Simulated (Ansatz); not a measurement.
Frontier orbitals of `[NH2][Al]([OH])[OH]`.

Z-matrix (Å, degrees):
```
N
Al 1 1.760
H 1 1.005 2 126.0
H 1 1.006 2 123.5 3 -180.0
O 2 1.695 1 123.6 3 0.0
O 2 1.692 1 117.6 3 -180.0
H 5 0.954 2 124.8 1 0.0
H 6 0.955 2 122.2 1 -180.0
```

Total charge 0; spin multiplicity 1. All single points use the PBE0-D4/def2-TZVP geometry. It is one conformer, not always the lowest. Basis def2-TZVPP, Ansatz 0.2.0.

| functional | HOMO (eV) | LUMO (eV) | gap (eV) |
| --- | --- | --- | --- |
| PBE | -5.88 | -1.00 | 4.88 |
| revPBE | -5.81 | -0.89 | 4.92 |
| BLYP | -5.76 | -1.00 | 4.76 |
| PBE0 | -7.34 | -0.16 | 7.18 |
| LC-ωPBE | -10.28 | 1.96 | 12.24 |
| ωB97M-V | -9.76 | 1.35 | 11.11 |
| HF | -10.89 | 2.52 | 13.41 |

Against PBE, PBE0 changes HOMO and LUMO by −1.46 and +0.84 eV, ωB97M-V by −3.87 and +2.35 eV. A gap of 4.88 eV thus becomes 11.11 eV for the same molecule, so an orbital gap means little without its functional. A positive LUMO is unbound and depends on the basis.

LC-ωPBE has ω = 0.4 bohr⁻¹.
